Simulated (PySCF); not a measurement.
Vertical excitation energies

Compound: C4H9FOSi.
Structure used (PBE0-D3(BJ)/def2-SVP), in Å, numbered top down from 1:
```
atom  x, y, z in Å
C1     2.1508   -0.3623    0.1622
C2     0.7632    0.0073    0.6319
C3    -0.3253   -0.9677    0.1727
C4    -1.6783   -0.2846    0.3440
F5    -2.6441   -0.8597   -0.4567
Si6   -1.2161    1.5180   -0.0998
O7     0.4310    1.3056    0.1416
H8     2.4559   -1.3371    0.5710
H9     2.8757    0.3967    0.4890
H10    2.1793   -0.4160   -0.9368
H11    0.7620    0.0461    1.7402
H12   -0.1922   -1.1756   -0.9035
H13   -0.2604   -1.9281    0.7084
H14   -2.0188   -0.3597    1.3935
H15   -1.5287    1.8813   -1.5110
H16   -1.7800    2.5493    0.8198
```

Computed with TDDFT B3LYP/def2-SVPD, vertical, gas phase, core orbitals frozen in the response in PySCF 2.14.0, density-fitted response routines.

List the vertical singlet excitations with oscillator strengths and describe the spectrum.

| state | λ (nm) | E (eV) | f | main configurations (H = HOMO, L = LUMO) |
| --- | --- | --- | --- | --- |
| S1 | 189.7 | 6.54 | 0.0083 | H→L (98%) |
| S2 | 184.7 | 6.71 | 0.021 | H-1→L (97%) |
| S3 | 171.3 | 7.24 | 0.014 | H→L+1 (91%) |
| S4 | 168.6 | 7.36 | 0.021 | H-1→L+1 (93%) |
| S5 | 159.9 | 7.75 | 0.013 | H-2→L (94%) |
| S6 | 157.9 | 7.85 | 0.0041 | H→L+2 (62%), H-1→L+2 (11%), H→L+3 (8%) |
| S7 | 156.3 | 7.93 | 0.020 | H-1→L+2 (43%), H-1→L+4 (28%), H→L+2 (12%) |
| S8 | 155.3 | 7.99 | 0.015 | H→L+3 (87%), H→L+2 (11%) |
| S9 | 154.4 | 8.03 | 0.033 | H→L+4 (50%), H-3→L (37%) |
| S10 | 153.5 | 8.07 | 0.013 | H-3→L (55%), H→L+4 (37%) |

Triplets, Tamm–Dancoff:

```json
{"state": "T1", "E (eV)": "6.26", "λ (nm)": "198.1", "main configurations (H = HOMO, L = LUMO)": "H→L (65%), H-1→L (30%)"}
{"state": "T2", "E (eV)": "6.32", "λ (nm)": "196.2", "main configurations (H = HOMO, L = LUMO)": "H-1→L (64%), H→L (31%)"}
{"state": "T3", "E (eV)": "7.05", "λ (nm)": "175.8", "main configurations (H = HOMO, L = LUMO)": "H→L+1 (91%)"}
{"state": "T4", "E (eV)": "7.14", "λ (nm)": "173.6", "main configurations (H = HOMO, L = LUMO)": "H-1→L+1 (88%)"}
```

The lowest singlet comes at 190 nm (631 kJ/mol) in the vacuum ultraviolet; it is weak; its leading configuration is HOMO→LUMO (98%). The strongest level in the table is S9 at 8.03 eV (154 nm, f = 0.033). Löwdin shares by element: HOMO oxygen 48%, carbon 11% or more, silicon 10%, hydrogen 8% or more (atoms not listed hold the other 22%); LUMO silicon 32%, hydrogen 21% or more, oxygen 10% (atoms not listed hold the other 36%). The oscillator strengths of these states sum to 0.162; summed over the whole spectrum of an exact calculation they would give the number of electrons, 64 (Thomas–Reiche–Kuhn). The listed states span 1.54 eV, and the widest gap between neighbours is 0.53 eV (S2 to S3). Orbital energies (eV): HOMO-3 -9.36, HOMO-2 -8.98, HOMO-1 -8.01, HOMO -7.87, LUMO -0.24, LUMO+1 0.28, LUMO+2 0.86. All these states lie below the vertical ionisation energy of 10.08 eV (ΔSCF). Only the lowest 10 singlets were computed, as vertical energies without vibronic structure.

One conformer stands for the species.
